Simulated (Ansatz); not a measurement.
Ansatz results at the PBE0-D4/def2-TZVP geometry: size of the dipole moment (PBE/def2-TZVPP) 3.06 D; HOMO energy (ωB97M-V/def2-TZVPP) -9.93 eV; ideal-gas entropy at 298 K and 1 bar (rigid rotor, harmonic PBE0-D4/def2-TZVP) 380 J/(mol·K).

Each molecule was computed in one conformer, which needn't be the lowest.

(1) Which molecule gave them?
A. `[OH][Sb]1[CH2][O]1`
B. `[CH3][SnH2][Zn][F]`
C. `SC1OBO1`
D. `[CH3][SnH]1[BH][NH]1`

Results:

(1) B. The others give `[OH][Sb]1[CH2][O]1`: 1.96, -8.92, 317; `SC1OBO1`: 1.38, -9.94, 302; `[CH3][SnH]1[BH][NH]1`: 0.87, -8.32, 344.
